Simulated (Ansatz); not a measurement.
Species: C₃H₅N, charge 0, singlet. C3H5N (SMILES [C-]#[N+]CC).
B3LYP-D3(BJ)/def2-TZVP minimum from Ansatz (a program for electronic structure):
```
C
H 1 1.0915
H 1 1.0915 2 107.51
N 1 1.4250 2 107.93 3 -116.18
C 4 1.1649 3 150.25 1 -177.39
C 1 1.5245 2 110.81 3 121.22
H 6 1.0897 1 110.68 2 60.22
H 6 1.0897 7 108.47 1 -121.61
H 6 1.0905 7 108.67 8 -117.97
```

Property: atomisation energy (electronic, to ground-state atoms), in kJ/mol. Open shells are spin-unrestricted; no spin-orbit coupling. CBS(X,Y): correlation extrapolated as X^-3, Hartree-Fock from the larger set (Q,5: extrapolated as (X+1)exp(-9√X)). A bracket is a step between two methods taken in the basis named. The functionals are non-relativistic, so their misses hold any scalar relativity. Double hybrids freeze cores in their MP2 part. '+ core + X2C': CCSD(T) terms for core correlation (cc-pwCVTZ) and scalar relativity (cc-pVTZ-DK). Where a partner has so few electrons that a lower coupled-cluster level is exact, that level stands in.

CCSD(T)/CBS(cc-pVQZ,cc-pV5Z) + [CCSDT(Q) - CCSD(T)]/cc-pVDZ + core + X2C (Ansatz) gives 3717.0 kJ/mol.

Problem. How far off this value is PBE/def2-TZVPD (Ansatz), in which direction, and which of these levels come nearer: r2SCAN/def2-TZVPD, B3LYP/def2-TZVPD, PBE0/def2-TZVPD, wB97M-V/def2-TZVPD, B2PLYP/def2-TZVPD, CCSD(T)/CBS(cc-pVQZ,cc-pV5Z) + core + X2C?

Solution. PBE gives 3806.7 kJ/mol, 89.7 kJ/mol above it. Differences of the others: r2SCAN/def2-TZVPD (Ansatz) -18.1; B3LYP/def2-TZVPD (Ansatz) -12.4; PBE0/def2-TZVPD (Ansatz) 8.6; wB97M-V/def2-TZVPD (Ansatz) 11.6; B2PLYP/def2-TZVPD (Ansatz) -35.7; CCSD(T)/CBS(cc-pVQZ,cc-pV5Z) + core + X2C (Ansatz) -3.1 kJ/mol. Nearer than PBE: r2SCAN/def2-TZVPD, B3LYP/def2-TZVPD, PBE0/def2-TZVPD, wB97M-V/def2-TZVPD, B2PLYP/def2-TZVPD, CCSD(T)/CBS(cc-pVQZ,cc-pV5Z) + core + X2C.
